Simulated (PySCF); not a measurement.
# A small calculation by hand: chemical shift, span and skew from a shielding tensor

SeHCl, SMILES Cl[SeH]. Atoms are numbered in the order given.

```xyz
3

Se    -0.0447     0.7129     0.0000
H      1.4225     0.8642     0.0000
Cl     0.0058    -1.4766     0.0000
```
Charge 0, spin multiplicity 1.

Coordinates come from a B3LYP-D3(BJ)/def2-TZVP optimisation.

GIAO shieldings from PySCF with PBE0/pcSseg-2, non-relativistic, no solvent. The symmetric part of the tensor of Se1 has the principal values -563.6, 1104.8, 2197.0 ppm. The same nucleus in Me2Se has σ = 1739.2 ppm at this level (PySCF, at its B3LYP-D3(BJ)/def2-TZVP geometry). Without spin–orbit terms, shifts of atoms bonded to Cl or Br come out too high.

Task: Work out the isotropic shielding, the ⁷⁷Se shift against Me2Se, the span and the skew.

Result: 
σ(iso) = (σ11 + σ22 + σ33)/3 = 912.7 ppm. δ = σ(ref) − σ(iso) = 1739.2 − (912.7) = 826.5 ppm.
Span Ω = σ33 − σ11 = 2760.6 ppm. Skew κ = 3(σ(iso) − σ22)/Ω = -0.21. Tumbling in solution averages the tensor to δ; in a static solid the shielding alone would spread this spin-1/2 line over Ω.
